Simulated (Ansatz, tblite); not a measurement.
Cost and result up the ladder for GeTe2 (3 atoms). Charge 0, multiplicity 1. Geometry: r2SCAN-D4/def2-TZVP.

Cartesian coordinates in Å:
```
Ge 0.120 0.165 -1.415
Te -1.264 0.632 0.688
Te 1.144 -0.797 0.726
```

Ansatz on 4 threads of Arm Neoverse V1 on a shared host; xTB runs through tblite on one thread. Times are rough, summed over both states, and most runs start from the orbitals of an earlier one. RPA@PBE/def2-TZVP serves as the yardstick here, not as an exact answer. Differences are given only for rows in sets of like size (and for xTB, whose basis is part of the method), since another set adds its own error. The other state is a triplet at its own geometry.

In the def2 sets Te takes a core potential, while STO-3G treats all electrons; there is no spin–orbit coupling. The xTB rows come from tblite. Correlated methods freeze 17 core orbitals; core or outer-core shells of Ge, Te are correlated, in sets that lack core-valence functions. At PBE0-D4/def2-TZVP a singlet of charge 0 lies 1.02 eV below the triplet, each at its own geometry. The structure comes from a short search, and lower isomers may exist.

Run but left out: HF/def2-TZVP, PBE-QIDH/def2-TZVP, MP2/def2-TZVP (triplet: ⟨S²⟩ 2.19 to 2.34, where a pure state has 2.00).

Correlated methods converge slowly with the basis.

xTB has no spin-polarisation term.

```
                 level  functions  wall time  triplet − singlet (eV)  difference from RPA@PBE/def2-TZVP (eV)
              GFN1-xTB         27    0.006 s                    1.81                                    0.80
              GFN2-xTB         27    0.008 s                    1.85                                    0.85
             HF/STO-3G         72      3.9 s                    1.26                                       –
      PBE-D4/def2-TZVP        148      4.1 s                    0.98                                   -0.02
     BLYP-D4/def2-TZVP        148      4.3 s                    0.91                                   -0.10
     PBE0-D4/def2-TZVP        148      7.8 s                    1.02                                    0.02
     RPA@PBE/def2-TZVP        148      9.8 s                    1.00                                    0.00
   r2SCAN-D4/def2-TZVP        148       10 s                    0.92                                   -0.08
CAM-B3LYP-D4/def2-TZVP        148       11 s                    1.04                                    0.04
  r2SCAN0-D4/def2-TZVP        148       14 s                    0.93                                   -0.07
      B97M-V/def2-TZVP        148       18 s                    0.94                                   -0.06
```
